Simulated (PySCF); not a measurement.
C3H8BN, SMILES C=CB(C)N. The structure is a stationary point at B3LYP-D3(BJ)/def2-SVP. The structure was generated by enumeration, and PubChem lists no compound with its InChIKey, so it may never have been made. Other conformers were not sampled.

Computed with B3LYP-D3(BJ)/def2-SVP (PySCF).

Harmonic wavenumbers (cm⁻¹): 86, 122, 215, 307, 351, 476, 544, 563, 681, 716, 848, 866, 896, 976, 1030, 1055, 1177, 1299, 1321, 1375, 1434, 1440, 1458, 1600, 1683, 3012, 3080, 3100, 3103, 3112, 3192, 3583, 3683. Rotational constants (GHz): 7.973, 3.539, 2.549; symmetry number 1.

Problem. Work out the zero-point energy and the ideal-gas rigid-rotor harmonic-oscillator thermochemistry at 298.15 K and 1 atm.

Solution. ZPE = ½ Σ hcν = ½ × 48385 cm⁻¹ = 69.17 kcal/mol. H − E(el) = 74.03 kcal/mol. Entropy in cal/(mol K): translation 38.61, rotation 25.91, vibration 14.68, total 79.19. G − E(el) = 50.42 kcal/mol. Cp = 25.81 cal/(mol K). Modes under 150 cm⁻¹ make the vibrational entropy uncertain.
